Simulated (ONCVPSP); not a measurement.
## Reading a pseudo-wave (hydrogen)

Columns: radius, all-electron u(r) and pseudo u(r) of the 1s shell (level -6.49 eV) of hydrogen in the configuration 1s1; PBE, non-relativistic, ONCV scheme, ONCVPSP 4.0.1.

```tsv
r (bohr)	all-electron	pseudo
0.045	0.0825	0.0683
0.090	0.1577	0.1354
0.135	0.2260	0.2001
0.180	0.2878	0.2620
0.225	0.3436	0.3205
0.270	0.3938	0.3758
0.315	0.4389	0.4274
0.360	0.4792	0.4750
0.405	0.5150	0.5178
0.450	0.5468	0.5551
0.495	0.5747	0.5863
0.540	0.5992	0.6116
0.585	0.6204	0.6314
0.630	0.6387	0.6470
0.675	0.6543	0.6595
0.720	0.6673	0.6699
0.765	0.6780	0.6790
0.810	0.6866	0.6869
0.855	0.6933	0.6933
0.900	0.6982	0.6982
0.945	0.7015	0.7015
0.990	0.7032	0.7032
1.035	0.7037	0.7037
1.080	0.7028	0.7028
1.125	0.7009	0.7009
1.170	0.6979	0.6979
```

**Question.** How many radial nodes do the two functions have?

**Answer.** The all-electron 1s function has n − l − 1 = 0; the pseudo-wave has 0.

**Question.** At about which radius was the pseudo-wave matched?

**Answer.** 0.90 bohr. The columns agree to 0.0005 from 0.81 bohr on; several derivatives are matched, so the curves merge somewhat inside the radius.

**Question.** Is the pseudo-wave norm-conserving?

**Answer.** Yes: the ONCV scheme keeps the norm inside the radius equal to the all-electron one, which fixes the energy derivative of the logarithmic derivative at the level.
